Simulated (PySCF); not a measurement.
Question: What does the PBE0-D3(BJ)/def2-SVP structure of `CO[BH2-][PH3+]` look like in three dimensions?

Answer: 
```xyz
12
CH8BOP angstrom
C     -2.0271    0.5942    0.3756
O     -0.6413    0.6972    0.3528
B      0.0612   -0.5429    0.2959
P      1.9937   -0.0857    0.3396
H     -2.4263    0.0993   -0.5332
H     -2.3903    0.0160    1.2496
H     -2.4667    1.6035    0.4307
H      0.0200   -1.1839   -0.7604
H     -0.0025   -1.2861    1.2821
H      2.5357    0.5789    1.4681
H      2.8309   -1.2234    0.2793
H      2.5523    0.7044   -0.6961
```

Any rigid rotation of these coordinates is as good. Atoms count from 1 in this order. O2 (boron-bound oxygen) is bent (angle 115.3°). B3 (four-coordinate boron) is distorted tetrahedral (angles from 99.8° to 117.9°). The 4 heavy atoms lie in one plane (0.012 Å rms). P4 (phosphorus bonded to B and 3 H) is distorted tetrahedral (angles from 99.8° to 119.8°).

Bonds between heavy atoms (Å): C1–O2 1.390, O2–B3 1.426, B3–P4 1.986.

Computed with PySCF 2.14.0, PBE0-D3(BJ)/def2-SVP geometry optimisation, gas phase.

PBE0-D3(BJ)/def2-SVP frequencies: not computed here. One conformer, not necessarily the lowest (C1–O2–B3–P4 -178°).
